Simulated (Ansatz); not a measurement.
Germanium tetrachloride + `CC(C)N` → `CC(C)[NH][Ge]([Cl])([Cl])[Cl]` + HCl at 298.15 K and 1 bar (ligand exchange at a Ge–Cl bond).

Calculated with Ansatz (gas phase, PBE0-D4/def2-TZVP geometries, no zero-point term in ΔE). CCSD(T)/CBS is the MP2 limit (def2-TZVPP, def2-QZVPP) plus CCSD(T) − MP2 in def2-TZVPP, frozen cores. This one scheme is used for every species. For Ge outer-core shells are correlated without core-valence functions, which leaves a few kJ/mol of doubt a bond. Scalar relativity is left out up to krypton. Each species was taken in one conformer, which may not be the lowest.

```tsv
species	CCSD(T)/CBS energy (Eh)	H − E (kJ/mol)	S (J/(mol·K))
`[Cl][Ge]([Cl])([Cl])[Cl]`	-3915.39126	36.4	348.9
`CC(C)N`	-174.28253	334.6	299.1
`CC(C)[NH][Ge]([Cl])([Cl])[Cl]`	-3629.28084	335.8	466.8
HCl	-460.38127	26.6	186.8
```

H − E and S are ideal-gas, rigid-rotor, harmonic terms from PBE0-D4/def2-TZVP, for one conformer and one mirror image of each species. 1 Eh = 2625.50 kJ/mol, R = 8.31446 J/(mol·K).

Task: By hand: ΔE, ΔH, ΔS and ΔG.

Result: ΔE = (-3629.28084) + (-460.38127) − (-3915.39126) − (-174.28253) = 0.01168 Eh = 30.7 kJ/mol. Δ(H − E) = 335.8 + 26.6 − 36.4 − 334.6 = -8.6, so ΔH = 22.1 kJ/mol. ΔS = 466.8 + 186.8 − 348.9 − 299.1 = 5.6 J/(mol·K). ΔG = 22.1 − 298.15 × (5.6)/1000 = 20.4 kJ/mol.

Task: By hand: the equilibrium constant, and the temperature at which ΔG would vanish if ΔH and ΔS stayed fixed.

Result: log₁₀ K = −ΔG/(RT ln 10) = -3.6. ΔG = 0 at ΔH/ΔS = 3946 K, far beyond where these terms or the molecules hold.

The number of gas molecules stays the same, so ΔS is small and ΔH decides. A doubt of 5 kJ/mol in ΔE shifts log₁₀ K by 0.9 here. Other conformers and mirror images would add mixing entropy, several J/(mol·K) or more a flexible species. Modes under 60 cm⁻¹, often nearly free rotors, make the harmonic entropy too high. These are equilibria of isolated gas molecules and say nothing of rates. Largest T1 diagnostic: 0.010 (customary marks: 0.02 for closed shells, 0.045 for open ones).
